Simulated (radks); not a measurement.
Results of a calculation; reference values are marked as such.
Species: Zr2+. Configuration: [Kr] 4d2 (the NIST ground configuration). Level of theory: Dirac Kohn-Sham, PBE, spin-unpolarised, spherical densities, point nucleus; open shells are shared between the two j in proportion to 2j + 1 (a radial shooting solver on a logarithmic mesh with Libxc functionals).

Normalised radial functions P(r) = r R(r) (large component), r in bohr:

```
   r/bohr * 3d5/2 (the largest magnitude, 1.49, reaches the edge; | marks zero)
 0.004669 *
 0.005393 *
 0.006228 *
 0.007192 *
 0.008306 *
  0.00967 *
  0.01117 *
   0.0129 *
   0.0149 *
   0.0172 *
  0.02003 *
  0.02313 *
  0.02671 |*
  0.03085 |*
  0.03562 |*
  0.04147 | *
   0.0479 |  *
  0.05531 |   *
  0.06388 |     *
  0.07378 |       *
  0.08589 |          *
  0.09919 |             *
   0.1146 |                  *
   0.1323 |                       *
   0.1528 |                             *
   0.1764 |                                   *
   0.2054 |                                         *
   0.2372 |                                               *
    0.274 |                                                   *
   0.3164 |                                                      *
   0.3654 |                                                      *
   0.4254 |                                                    *
   0.4913 |                                               *
   0.5674 |                                         *
   0.6553 |                                 *
   0.7567 |                         *
    0.881 |                 *
    1.017 |           *
    1.175 |      *
    1.357 |   *
    1.567 | *
    1.824 |*
    2.107 *
    2.433 *
     2.81 *
    3.246 *
    3.748 *
    4.364 *
    5.039 *
     5.82 *
    6.721 *
    7.762 *
    9.037 *
    10.44 *
    12.05 *
```

3d5/2: eigenvalue -188.14 eV, 0 radial nodes, <r> = 0.454 bohr, 90 % of the charge inside 0.730 bohr.
